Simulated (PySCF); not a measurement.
## Sn (tin, neutral) across methods

[Kr] 4d10 5s2 5p2, high-spin 3P determinant. Calculation: PySCF 2.14, in x2c-QZVPPall; scalar relativity by spin-free X2C-1e.

| method | E (hartree) | mean ε 5s α (eV) | mean ε 5s β (eV) | mean ε 5p α (eV) | Σ⟨r²⟩ (bohr²) | ⟨S²⟩ |
| --- | --- | --- | --- | --- | --- | --- |
| UHF | -6173.82990 | -15.614 | -12.025 | -7.267 | 61.38 | 2.012 |
| PBE0 | -6176.21 | -12.274 | -10.603 | -5.035 | 60.42 | 2.003 |
| TPSS | -6176.29 | -11.000 | -9.620 | -4.186 | 60.40 | 2.002 |
| PBE | -6176.14 | -10.904 | -9.788 | -4.118 | 60.71 | 2.002 |
| LDA | -6170.57 | -11.138 | -10.167 | -4.174 | 60.47 | 2.001 |
| HSE06 | -6176.14 | -11.850 | -10.307 | -4.631 | 60.55 | 2.003 |
| r2SCAN | -6176.57 | -11.337 | -9.839 | -4.408 | 60.21 | 2.005 |
| wB97X-V | -6176.26 | -14.826 | -12.947 | -6.939 | 60.41 | 2.004 |
